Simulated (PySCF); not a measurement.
A structure optimised at B3LYP-D3(BJ)/def2-SVP, used in a PySCF frequency run:

```xyz
8

C     -1.1950     2.2489     0.0000
Si     0.1092     0.9260     0.0000
F      1.5761     1.6206     0.0000
I     -0.0394    -0.4584    -2.0206
I     -0.0394    -0.4584     2.0206
H     -1.0855     2.8771     0.8979
H     -2.1973     1.7959     0.0000
H     -1.0855     2.8771    -0.8979
```

Question: Write its SMILES, formula and point group.

Answer: C[Si](F)(I)I, CH3FI2Si, Cs

Question: What are its rotational constants (standard atomic weights)?

Answer: 1.8160, 0.45579, 0.40581 GHz
